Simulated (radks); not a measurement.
Results of a calculation; reference values are marked as such.
Q: Species: the platinum ion Pt+. Configuration: [Kr] 4d10 4f14 5s2 5p4 5d9 5f2 (not the ground configuration). Level of theory: Dirac Kohn-Sham, OLYP, spin-unpolarised, spherical densities, finite nucleus; open shells are shared between the two j in proportion to 2j + 1; Fermi nuclear charge, rms radius 5.427 fm (a radial shooting solver on a logarithmic mesh with Libxc functionals). Some entries of the table are withheld. Estimate them.

| orbital | occ. | eigenvalue (eV) | <r> (bohr) | r(max) (bohr) |
|---|---|---|---|---|
| 1s1/2 | 2 | (1) | 0.01716 | 0.01062 |
| 2s1/2 | 2 | -13778.80 | 0.07170 | 0.06144 |
| 2p1/2 | 2 | -13212.38 | (2) | 0.04532 |
| 2p3/2 | 4 | -11483.79 | (3) | 0.05259 |
| 3s1/2 | 2 | -3261.598 | 0.1866 | 0.1729 |
| 3p1/2 | 2 | -3006.417 | 0.1767 | 0.1614 |
| 3p3/2 | 4 | -2626.277 | 0.1922 | 0.1762 |
| 3d3/2 | 4 | -2200.266 | 0.1675 | 0.1373 |
| 3d5/2 | 6 | -2118.207 | 0.1723 | 0.1414 |
| 4s1/2 | 2 | -725.7810 | 0.4148 | 0.3903 |
| 4p1/2 | 2 | -617.3311 | 0.4176 | (4) |
| 4p3/2 | 4 | -526.6553 | 0.4515 | (5) |
| 4d3/2 | 4 | -348.6827 | 0.4610 | (6) |
| 4d5/2 | 6 | -331.7799 | 0.4722 | (7) |
| 5s1/2 | 2 | -131.1321 | 0.9435 | 0.8662 |
| 4f5/2 | 6 | -103.9494 | 0.5089 | 0.3818 |
| 4f7/2 | 8 | -100.4554 | 0.5160 | 0.3865 |
| 5p1/2 | 1.33333 | -95.9686 | 1.017 | 0.9155 |
| 5p3/2 | 2.66667 | -80.2987 | 1.108 | 0.9933 |
| 5d3/2 | 3.6 | -32.2244 | 1.420 | 1.186 |
| 5d5/2 | 5.4 | -30.4412 | 1.462 | 1.219 |
| 5f5/2 | 0.857143 | -2.9739 | 6.354 | 5.795 |
| 5f7/2 | 1.14286 | -2.9696 | 6.369 | 5.803 |

A: 
(1) 1s1/2 eigenvalue (eV): -78299.26
(2) 2p1/2 <r> (bohr): 0.05906
(3) 2p3/2 <r> (bohr): 0.06749
(4) 4p1/2 r(max) (bohr): 0.3887
(5) 4p3/2 r(max) (bohr): 0.4193
(6) 4d3/2 r(max) (bohr): 0.4127
(7) 4d5/2 r(max) (bohr): 0.4222
